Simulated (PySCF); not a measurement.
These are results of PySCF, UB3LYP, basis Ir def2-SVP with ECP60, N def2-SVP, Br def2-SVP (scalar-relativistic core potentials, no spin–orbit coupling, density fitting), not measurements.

```xyz
3
charge 0 multiplicity 2, angstrom
Ir   -0.5246    0.0000   -0.3070
N    -2.0552    0.0000    0.2401
Br    1.6474    0.0000    0.7076
```

BrIrN (doublet), along the line from Ir1 (at 0) through N2 (at 1.625 Å). Core electrons replaced by a potential are absent, the electrostatic potential uses the reduced nuclear charge, and values within about 0.7 Å of such atoms have no physical meaning.

Tabulate the fields along this line at 0.73, 0.89, 1.06, 1.22, 1.38, 1.54, 1.79, 1.95, 2.11, 2.28, 2.44, 2.60 Å.


| distance (Å) | electron density (e/Å³) | spin density (e/Å³) | electron localisation function | electrostatic potential (V) |
| --- | --- | --- | --- | --- |
| 0.73 | 3.16 | 0.0516 | 0.495 | 54.3 |
| 0.89 | 2.34 | -0.00734 | 0.518 | 34.2 |
| 1.06 | 2.66 | 0.0186 | 0.747 | 36 |
| 1.22 | 3.65 | 0.0909 | 0.645 | 67.1 |
| 1.38 | 6.58 | 0.178 | 0.107 | 174 |
| 1.54 | 169 | 0.273 | 0.998 | 849 |
| 1.79 | 24.3 | 0.239 | 0.62 | 324 |
| 1.95 | 4.17 | 0.28 | 0.357 | 100 |
| 2.11 | 2.47 | 0.175 | 0.903 | 38.1 |
| 2.28 | 1.3 | 0.0925 | 0.951 | 15.1 |
| 2.44 | 0.648 | 0.0462 | 0.943 | 5.84 |
| 2.60 | 0.301 | 0.0213 | 0.908 | 2.1 |

Other spin states or occupations of the open shell can lie lower. With an element this heavy the missing spin–orbit coupling can shift these numbers.
